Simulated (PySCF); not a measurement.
SMILES [SiH2]([SiH2]C)N, GFN2-xTB optimised geometry.

```
13

C      1.63    -1.61     0.00
Si    -0.27    -1.61     0.00
Si    -1.16     0.52     0.00
N      0.16     1.63    -0.10
H      2.03    -1.17     0.91
H      2.03    -2.62    -0.07
H      2.02    -1.04    -0.84
H     -0.69    -2.39     1.18
H     -0.70    -2.40    -1.16
H     -1.97     0.87    -1.17
H     -2.03     0.76     1.17
H      0.96     1.51     0.50
H     -0.04     2.62    -0.20
```

Density from B3LYP/def2-TZVP run with PySCF at that geometry.

Minimum of the electron density along straight lines between bonded atoms, close to the bond critical point (lines longer than 1.1 times the sum of covalent radii, or with two minima, are not listed):

| bond | length / Å | ρ at the minimum / e bohr⁻³ | ∇²ρ there / e bohr⁻⁵ | position (fraction from the first atom) |
|---|---|---|---|---|
| C1–Si2 | 1.904 | ? | ? | 0.61 |
| Si2–Si3 | 2.306 | 0.102 | -0.20 | 0.49 |
| Si3–N4 | 1.728 | 0.130 | ? | 0.40 |
| C1–H5 | 1.087 | 0.275 | -0.92 | 0.64 |
| C1–H6 | 1.087 | 0.276 | -0.93 | 0.64 |
| C1–H7 | 1.087 | 0.277 | -0.93 | 0.64 |
| Si2–H8 | 1.473 | 0.122 | 0.18 | 0.49 |
| Si2–H9 | 1.471 | 0.122 | 0.19 | 0.49 |
| Si3–H10 | 1.467 | 0.124 | 0.18 | 0.49 |
| Si3–H11 | 1.479 | 0.122 | 0.17 | 0.49 |
| N4–H12 | 1.007 | 0.338 | -1.62 | 0.73 |
| N4–H13 | 1.007 | 0.338 | -1.63 | 0.73 |

Problem. Some entries are withheld; supply them.

Solution. 
- C1–Si2, ρ at the minimum / e bohr⁻³: 0.115
- C1–Si2, ∇²ρ there / e bohr⁻⁵: 0.15
- Si3–N4, ∇²ρ there / e bohr⁻⁵: 0.55
